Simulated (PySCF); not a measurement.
BiI2, SMILES [I][Bi+][I] (connectivity only; charge and spin as stated), charge +1, multiplicity 1. Atoms are numbered in the order given.

```xyz
3

Bi     0.0000     0.0000     0.9562
I      0.0000    -2.1594    -0.7487
I      0.0000     2.1594    -0.7487
```
Charge +1, spin multiplicity 1.

The structure is a stationary point at PBE-D3(BJ)/def2-SVP. The spin state was assumed, not searched. The isomer is the one that the SMILES or the coordinates give; other isomers of the formula were not compared. The def2 effective core potentials stand for the cores of Bi, I; spin–orbit coupling is left out.

Level of theory: CAM-B3LYP/def2-TZVPD run with PySCF.

Symmetry labels are those of the subgroup C2v that the program uses (full group C2v).

Computed valence orbital energies around the gap with their symmetry:
```tsv
orbital	symmetry	energy (eV)
HOMO−7	B2	-25.93
HOMO−6	A1	-23.36
HOMO−5	B2	-15.87
HOMO−4	A1	-15.23
HOMO−3	B1	-14.62
HOMO−2	A1	-13.79
HOMO−1	A2	-13.74
HOMO	B2	-13.62
LUMO	B1	-8.59
LUMO+1	A1	-6.57
LUMO+2	B2	-5.97
LUMO+3	A1	-3.24
```
